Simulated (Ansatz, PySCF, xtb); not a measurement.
Reaction (SMILES): C[Si](O)(O)O [trihydroxy(methyl)silane] + 4 [H][H] (H2) -> C (CH4) + 3 O (H2O) + [SiH4] (SiH4)
Structures are relaxed separately at B3LYP-D3(BJ)/def2-TZVP in Ansatz (a program for electronic structure), one conformer each, not searched for the lowest. Frequencies are from Ansatz or PySCF.

Property: energy of full hydrogenation (enthalpy at 298 K, with B3LYP-D3(BJ) rigid-rotor harmonic-oscillator terms), in kcal/mol. Correlated levels leave the core frozen unless marked. Spin-orbit coupling is left out. Non-relativistic unless marked X2C. Basis-set limits of correlation are two-point, X^-3; Hartree-Fock from the larger set.

| level | program | energy of full hydrogenation (kcal/mol) |
|---|---|---|
| GFN1-xTB | xtb | ___ |
| SVWN5/def2-TZVPD | Ansatz | ___ |
| BLYP-D3(BJ)/def2-TZVPD | Ansatz + dftd3 | 64.8 |
| PBE0-D3(BJ)/def2-TZVP | Ansatz + dftd3 | ___ |
| r2SCANh/def2-TZVPD | Ansatz | 70.0 |
| CAM-B3LYP-D4/def2-TZVPD | Ansatz + dftd4 | 66.9 |
| LC-wPBE-D3(BJ)/def2-TZVPD | Ansatz + dftd3 | ___ |
| B2PLYP/def2-TZVPD | Ansatz | 66.5 |
| PBE-QIDH/def2-TZVPD | Ansatz | 67.0 |
| SCS-MP2/cc-pV(D+d)Z | Ansatz | 58.6 |
| SCS-MP2/cc-pV(T+d)Z | Ansatz | 71.5 |
| CCSD/6-31G* | Ansatz | 78.7 |
| CCSD/aug-cc-pV(T+d)Z | Ansatz | 64.1 |
| CCSD/cc-pV(Q+d)Z | Ansatz | 67.1 |
| X2C-CCSD(T)/cc-pVTZ-DK | Ansatz | 65.6 |
| CCSD(T)/CBS(cc-pV(T+d)Z,cc-pV(Q+d)Z) | Ansatz | 70.2 |

Question: Some entries are withheld; supply them.

Answer: 
- GFN1-xTB, energy of full hydrogenation (kcal/mol): 50.8
- SVWN5/def2-TZVPD, energy of full hydrogenation (kcal/mol): 66.0
- PBE0-D3(BJ)/def2-TZVP, energy of full hydrogenation (kcal/mol): 66.6
- LC-wPBE-D3(BJ)/def2-TZVPD, energy of full hydrogenation (kcal/mol): 65.0
